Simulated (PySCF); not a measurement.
# Radial density of B (boron, neutral)

HSE06, [He] 2s1 2p2, high-spin 4P determinant (an excited configuration). Computed with PySCF 2.14 in def2-QZVPPD (8s4p4d2f1g, 63 functions), with the non-relativistic Hamiltonian (point nucleus).

| r (bohr) | 4πr²ρ (e/bohr) | 4πr²(ρα − ρβ) |
| --- | --- | --- |
| 0.00595 | 0.02972 | 0.0007 |
| 0.0100 | 0.08077 | 0.0019 |
| 0.0168 | 0.2133 | 0.0049 |
| 0.0283 | 0.5381 | 0.0123 |
| 0.0476 | 1.255 | 0.0284 |
| 0.0801 | 2.574 | 0.0573 |
| 0.135 | 4.267 | 0.0914 |
| 0.226 | 5.005 | 0.1019 |
| 0.381 | 3.407 | 0.1135 |
| 0.641 | 1.301 | 0.4017 |
| 1.08 | 1.209 | 1.1515 |
| 1.81 | 1.334 | 1.3340 |
| 3.05 | 0.5007 | 0.5007 |
| 5.13 | 0.04691 | 0.0469 |
| 8.63 | 0.0005859 | 0.0006 |
